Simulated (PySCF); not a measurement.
PySCF 2.14 output of an unrestricted TPSSh calculation on a single atom or ion in x2c-QZVPPall with one added diffuse shell each of s, p, d, f type (14s10p8d5f1g, 128 functions), with the spin-free X2C one-electron Hamiltonian (Gaussian nucleus):

```
SCF conv_tol = 1e-09
number electrons alpha = 27  beta = 23
    V. N. Staroverov, G. E. Scuseria, J. Tao, and J. P. Perdew.,  J. Chem. Phys. 119, 12129 (2003)
cycle= 1 E= -6175.93637852546  delta_E= -0.0182  |g|= 0.0484  |ddm|= 0.607
cycle= 2 E= -6175.93666977478  delta_E= -0.000291  |g|= 0.0286  |ddm|= 0.218
cycle= 3 E= -6175.93678571606  delta_E= -0.000116  |g|= 0.00656  |ddm|= 0.0714
cycle= 4 E= -6175.93684218504  delta_E= -5.65e-05  |g|= 0.00184  |ddm|= 0.0652
cycle= 5 E= -6175.93688048459  delta_E= -3.83e-05  |g|= 0.000954  |ddm|= 0.0606
cycle= 6 E= -6175.93690250611  delta_E= -2.2e-05  |g|= 0.000168  |ddm|= 0.0768
cycle= 7 E= -6175.93690267152  delta_E= -1.65e-07  |g|= 2.6e-05  |ddm|= 0.00842
cycle= 8 E= -6175.93690267493  delta_E= -3.41e-09  |g|= 4.71e-06  |ddm|= 0.000592
cycle= 9 E= -6175.93690267504  delta_E= -1.16e-10  |g|= 5.66e-07  |ddm|= 0.000277
converged SCF energy = -6175.93690267504  <S^2> = 6.0016932  2S+1 = 5.0006772
```

The run itself started from symmetry-adapted Hartree-Fock orbitals and held the occupation by maximum overlap, on a logarithmic radial grid, so the iterations belong to that start.

Which element, charge and spin multiplicity is this?

Sn (tin, neutral), multiplicity 5; the state was [Kr] 4d10 5s1 5p2 6s1, high-spin 5P determinant (an excited configuration).

The outer electron is Rydberg-like, and this basis confines it to a smaller radius and binds it less than a complete one would.
